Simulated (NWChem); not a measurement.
C₂H₅O₂, doublet; SMILES [O]CCO

```xyz
9

O      0.6071     1.4559    -0.1947
C     -0.4541     0.8043     0.2999
C     -0.4947    -0.6338    -0.3046
O      0.5648    -1.4421     0.0656
H     -0.4238     0.6818     1.4078
H     -1.4263     1.2653     0.0137
H     -0.4740    -0.5433    -1.4006
H     -1.4816    -1.0471    -0.0146
H      0.5323    -1.5841     1.0176
```
Atoms are numbered in this order, from 1.

All runs: NWChem. Pople sets run with spherical d functions. Spin-unrestricted. Coordinates come from a PBE0/def2-SVP, spin-unrestricted optimisation. No stability test was run on the SCF state. Atomic charges in e: unrestrained fits to the electrostatic potential beside Mulliken populations; buried atoms are poorly determined by the fit.

Task: Estimate the computed values for UHF/6-31G*. Quantities: ESP O1; Mulliken O1; ESP C2; Mulliken C2; ESP C3; Mulliken C3; ESP O4; Mulliken O4; relative RMS misfit of the potential (%).

Result: 
```json
{
  "ESP O1": "-0.34",
  "Mulliken O1": "-0.34",
  "ESP C2": "0.41",
  "Mulliken C2": "-0.01",
  "ESP C3": "0.39",
  "Mulliken C3": "0.00",
  "ESP O4": "-0.66",
  "Mulliken O4": "-0.74",
  "relative RMS misfit of the potential (%)": "23"
}
```
